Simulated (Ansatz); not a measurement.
Computed with Ansatz.

A structure relaxed at PBE0-D4/def2-TZVP, charge 0, multiplicity 1:

```xyz
3

Zn   -0.020   -0.047   -0.234
Br    0.170    0.396    1.956
H    -0.150   -0.349   -1.722
```

(1) Give its formula and SMILES.

(2) Point group (tolerance 0.08 Å, 0.16 Å for H)?

(3) Summarise the bond lengths by kind.

Answers

(1) BrHZn, `[ZnH][Br]`.

(2) C∞v.

(3) 1 × Br–Zn 2.242 Å; 1 × H–Zn 1.524 Å.
